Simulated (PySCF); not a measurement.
Computed IR spectrum (relative IR intensity) of a molecule C₄H₇O₂, multiplicity 2. Geometry: PBE-D3(BJ)/def2-SVP. The values are those of a single conformer. These are PySCF 2.14.0 with PBE-D3(BJ)/def2-SVP values and carry that method's errors. No scaling factor is applied to the harmonic values.

Lines under 2 % of the strongest are left out, and lines within 2 cm⁻¹ are merged.

ν (cm⁻¹): 214 (vw), 249 (w), 386 (vw), 481 (m), 530 (w), 728 (m), 846 (w), 868 (m), 896 (m), 937 (m), 1020 (w), 1042 (w), 1123 (s), 1186 (m), 1226 (m), 1249 (s), 1269 (w), 1332 (m), 1356 (m), 1376 (w), 1391 (vw), 1411 (w), 1416 (m), 2754 (vs), 2886 (s), 2950 (s), 3024 (m), 3034 (m), 3049 (m), 3118 (m) (against the strongest line: vs over 80 %, s over 45 %, m over 15 %, w over 4 %, vw less)

### Question
Pick the molecule that these values belong to.
A. [CH2]C(=O)OCC
B. [CH]1COCCO1
C. C[CH]OC(C)=O
D. [CH2]COC(C)=O

### Answer
B, [CH]1COCCO1
